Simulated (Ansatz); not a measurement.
`C#[C][AlH][CH3]` from Hartree–Fock to CCSD(T)

```xyz
9

C     1.201   -2.374   -0.691
C     0.837   -1.219   -0.642
Al    0.262    0.603   -0.559
C    -0.969    1.129    0.851
H     1.522   -3.390   -0.737
H     0.820    1.598   -1.656
H    -1.913    0.580    0.759
H    -0.562    0.876    1.835
H    -1.198    2.197    0.841
```

The species carries charge 0 and has multiplicity 1. The structure was optimised at the PBE0-D4/def2-TZVP level. Frozen core, restricted reference, the Gaussian-basis code of Ansatz. CBS rows extrapolate triple and quadruple zeta.

| basis | HF (Eh) | MP2 corr. | CCSD corr. | (T) | CCSD(T) total |
| --- | --- | --- | --- | --- | --- |
| def2-SVP | -358.22010 | -0.45471 | -0.49426 | -0.01812 | -358.73248 |
| def2-TZVPP | -358.43728 | -0.55494 | -0.58818 | -0.02714 | -359.05260 |
| def2-QZVPP | -358.44939 | -0.59113 | ? | -0.02965 | ? |
| CBS(def2) | -358.45105 | -0.61793 | -0.63826 | -0.03151 | -359.12082 |
| cc-pV(D+d)Z | -358.39348 | -0.45761 | -0.49835 | -0.01823 | -358.91006 |
| cc-pV(T+d)Z | ? | -0.55674 | -0.58961 | -0.02732 | ? |
| cc-pV(Q+d)Z | -358.44788 | -0.59204 | ? | -0.02968 | ? |
| CBS(cc) | ? | -0.61717 | -0.63776 | -0.03136 | ? |

Question: Fill in the withheld values. (Estimate.)

Answer: The calculation gave: def2-QZVPP CCSD corr.: -0.61695; def2-QZVPP CCSD(T) total: -359.09599; cc-pV(T+d)Z HF (Eh): -358.43803; cc-pV(T+d)Z CCSD(T) total: -359.05496; cc-pV(Q+d)Z CCSD corr.: -0.61774; cc-pV(Q+d)Z CCSD(T) total: -359.09530; CBS(cc) HF (Eh): -358.45085; CBS(cc) CCSD(T) total: -359.11997.
